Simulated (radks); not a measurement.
Initial-state core-level shifts of the praseodymium ion Pr+ when its valence configuration changes from [Xe] 4f3 6s1. Method: scalar-relativistic Kohn-Sham, PBE, spin-polarised, spherical densities, finite nucleus; open shells are filled with parallel spins first (spin-orbit coupling, left out, can overturn this in heavy ions); Fermi nuclear charge, rms radius 4.8919 fm; computed with a radial shooting solver on a logarithmic mesh with Libxc functionals. Shifts are changes of the shell-averaged eigenvalues in eV (positive: less bound); the change of the density at the nucleus, which sets a Mossbauer isomer shift, is in e/bohr^3, on a base of 4.336e+05.

valence	3p	4s	4p	4d	density at nucleus
4f3 6p1	-1.062	-1.073	-1.076	-1.081	-22.01
4f2.5 6s1 6p0.5	-5.262	-5.051	-4.971	-4.823	+12.99
4f3.5 6s0.5	+3.811	+3.687	+3.630	+3.522	-20.20
4f3 5d0.5 6s0.5	+0.889	+0.898	+0.904	+0.916	-12.16
4f3 5d1	+1.719	+1.739	+1.750	+1.775	-23.52
4f2 5d0.5 6s1.5	-8.984	-8.469	-8.287	-7.949	+37.42
4f1 6s1 6p2	-24.541	-23.053	-22.611	-21.815	+65.12
4f2.5 6s1.5	-4.751	-4.542	-4.464	-4.317	+24.12
4f2 6s2	-10.201	-9.679	-9.500	-9.169	+53.26
